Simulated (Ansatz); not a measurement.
Molecule: GeCl₃, net charge 0, doublet state. It need not be the lowest isomer of its formula. SMILES: [Cl][Ge]([Cl])[Cl]
Geometry: optimised at B3LYP-D3(BJ)/def2-TZVP (Ansatz, a first-principles code).

Computed values are from Ansatz. Correlated levels leave the core frozen unless marked. Open shells are spin-unrestricted. No spin-orbit coupling. Frozen are the shells of the preceding noble gas and the d and f shells that filled before the atom's block. No relativistic terms. CBS marks a two-point X^-3 extrapolation of the correlation energy; Hartree-Fock from the larger set. [CCSD(T)-MP2]/basis is that difference in the basis named.

| Item | Value |
|---|---|
| atomisation energy De | 243.3 kcal/mol at CCSD(T)/CBS(def2-TZVPP,def2-QZVPP) |
| vertical ionisation energy (to the singlet) | 9.60 eV at RI-MP2/CBS(def2-TZVPPD,def2-QZVPPD)+[CCSD(T)-MP2]/def2-TZVPPD |
| vertical electron affinity (to the singlet; negative means unbound) | 2.95 eV at RI-MP2/CBS(def2-TZVPPD,def2-QZVPPD)+[CCSD(T)-MP2]/def2-TZVPPD |
| total energy | -3454.9473 Eh at CCSD(T)/CBS(def2-TZVPP,def2-QZVPP) |
| dipole moment | 1.27 D at CCSD(T)/def2-SVPD |
| T1 diagnostic | 0.013 at CCSD/def2-QZVPP |
